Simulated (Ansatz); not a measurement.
C₃H₅F₂Ga, SMILES `C=C[CH2][Ga]([F])[F]`. The species carries charge 0 and has multiplicity 1. All single points use the PBE0-D4/def2-TZVP geometry. It is one conformer, not always the lowest.

```xyz
11

C    -0.876    0.317   -1.436
C    -0.520    1.027   -0.376
C     0.264    0.549    0.802
Ga    0.833   -1.314    0.790
F     0.542   -2.526   -0.436
F     1.761   -2.000    2.104
H    -1.449    0.768   -2.238
H    -0.616   -0.732   -1.549
H    -0.816    2.075   -0.330
H    -0.299    0.691    1.732
H     1.174    1.146    0.936
```

Q: What is the dipole moment at ωB97M-V/def2-TZVPP? (Best estimate.)

A: Ansatz gave: 3.53 D, with components (-1.11, 3.35, -0.12) D in this frame, pointing from negative to positive charge.

Q: And with PBE, r2SCAN, B3LYP? (Estimate.)

A: Computed: PBE 3.47 D, r2SCAN 3.53 D, B3LYP 3.61 D.

Q: Give the Mulliken charges with ωB97M-V, r2SCAN, PBE in def2-TZVPP. (An estimate is asked.)

A: The calculation gave: 
| atom | ωB97M-V | r2SCAN | PBE |
| --- | --- | --- | --- |
| C1 | -0.23 | -0.19 | -0.19 |
| C2 | -0.09 | -0.08 | -0.12 |
| C3 | -0.33 | -0.16 | -0.19 |
| Ga4 | 0.83 | 0.79 | 0.67 |
| F5 | -0.38 | -0.37 | -0.33 |
| F6 | -0.38 | -0.38 | -0.33 |
| H7 | 0.10 | 0.08 | 0.09 |
| H8 | 0.10 | 0.08 | 0.09 |
| H9 | 0.11 | 0.08 | 0.10 |
| H10 | 0.13 | 0.08 | 0.11 |
| H11 | 0.13 | 0.08 | 0.11 |

B3LYP here is the variant with VWN-RPA as its local correlation; programs differ in this.
